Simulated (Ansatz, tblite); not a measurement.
Cost and result up the ladder for TcO3H (5 atoms). The state is a singlet with charge 0. Geometry: PBE-D4/def2-TZVP.

```xyz
5

Tc   -0.031    0.037    0.042
O     0.630    1.579   -0.152
O    -1.658   -0.050   -0.403
O     0.281   -0.634    1.559
H     0.778   -0.932   -1.046
```

Ansatz on 4 threads of Arm Neoverse V1 on a shared host; xTB runs through tblite on one thread. Times are rough, summed over both states, and most runs start from the orbitals of an earlier one. No level here is sound enough to serve as a yardstick. The other state is a doublet.

In the def2 sets Tc takes a core potential; there is no spin–orbit coupling. The xTB rows come from tblite.

Run but left out: HF/def2-TZVPP, MP2/def2-TZVPP, CCSD/def2-TZVPP, CCSD(T)/def2-TZVPP (singlet: restricted singlet, unstable towards broken spin symmetry).

Raw xTB energies of ions are shifted by several eV.

```json
{"level": "GFN2-xTB", "functions": "22", "wall time": "0.006 s", "vertical IE (eV)": "17.56", "remarks": "–"}
{"level": "GFN1-xTB", "functions": "23", "wall time": "0.008 s", "vertical IE (eV)": "20.16", "remarks": "–"}
{"level": "PBE-D4/def2-TZVP", "functions": "139", "wall time": "3 s", "vertical IE (eV)": "12.00", "remarks": "–"}
{"level": "PBE0-D4/def2-TZVP (with forces)", "functions": "139", "wall time": "6.4 s", "vertical IE (eV)": "12.27", "remarks": "restricted SCF unstable in HF (singlet), spin-contaminated (⟨S²⟩ 0.85) (+1 doublet)"}
```
